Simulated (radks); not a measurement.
Values are calculated unless marked as measured or tabulated.
All-electron atom: the mercury ion Hg+ in [Xe] 4f14 5d10 6s1.

Level of theory: Dirac Kohn-Sham, PBE, spin-unpolarised, spherical densities, point nucleus (a radial shooting solver on a logarithmic mesh with Libxc functionals).

Energy parts (eV):
total: -535023.77
kinetic: 617539.37
electron-nucleus: -1349437.58
Hartree: 207037.59
exchange-correlation: -10163.15

Orbitals (lengths in bohr, moments of r in powers of bohr; <r^-3> diverges for s and p1/2; r(max) is where P^2 peaks):
| orbital | occ. | eigenvalue (eV) | <r^-3> | <r^2> | r(max) |
|---|---|---|---|---|---|
| 1s1/2 | 2 | -83057.31 | - | 0.0003806 | 0.01022 |
| 2s1/2 | 2 | -14715.27 | - | 0.005737 | 0.05934 |
| 2p1/2 | 2 | -14116.13 | - | 0.004054 | 0.04362 |
| 2p3/2 | 4 | -12168.04 | 21440 | 0.005240 | 0.05111 |
| 3s1/2 | 2 | -3498.425 | - | 0.03723 | 0.1670 |
| 3p1/2 | 2 | -3229.190 | - | 0.03392 | 0.1558 |
| 3p3/2 | 4 | -2797.675 | 5010 | 0.04031 | 0.1710 |
| 3d3/2 | 4 | -2353.128 | 876.3 | 0.03086 | 0.1330 |
| 3d5/2 | 6 | -2260.694 | 723.1 | 0.03260 | 0.1372 |
| 4s1/2 | 2 | -776.2204 | - | 0.1799 | 0.3762 |
| 4p1/2 | 2 | -660.8805 | - | 0.1833 | 0.3742 |
| 4p3/2 | 4 | -556.6905 | 1214 | 0.2154 | 0.4053 |
| 4d3/2 | 4 | -368.5131 | 191.1 | 0.2264 | 0.3976 |
| 4d5/2 | 6 | -349.0934 | 154.1 | 0.2377 | 0.4071 |
| 4f5/2 | 6 | -106.9763 | 32.69 | 0.2773 | 0.3644 |
| 4f7/2 | 8 | -102.7841 | 31.03 | 0.2852 | 0.3689 |
| 5s1/2 | 2 | -126.9476 | - | 0.9142 | 0.8286 |
| 5p1/2 | 2 | -88.9566 | - | 1.069 | 0.8736 |
| 5p3/2 | 4 | -70.7104 | 208.3 | 1.294 | 0.9528 |
| 5d3/2 | 4 | -19.9879 | 19.11 | 2.433 | 1.142 |
| 5d5/2 | 6 | -18.1149 | 14.76 | 2.652 | 1.179 |
| 6s1/2 | 1 | -14.7194 | - | 7.157 | 2.141 |

The highest occupied level is 6s1/2 at -14.719 eV. For comparison, the ionisation energy in NIST's Atomic Spectra Database is 18.757 eV (measured). In exact Kohn-Sham theory the highest level is minus the ionisation energy, but local and semilocal functionals leave it too shallow, through self-interaction and a potential that decays too fast; potentials with the right tail come closer. Summed over all electrons, <r^2> = 50.47 bohr^2, which gives a Langevin (diamagnetic) susceptibility term of -40 x 10^-6 cm^3/mol.

Beside tabulated values, note that spin-unpolarised runs miss the spin-polarisation part of the exchange energy of open shells.
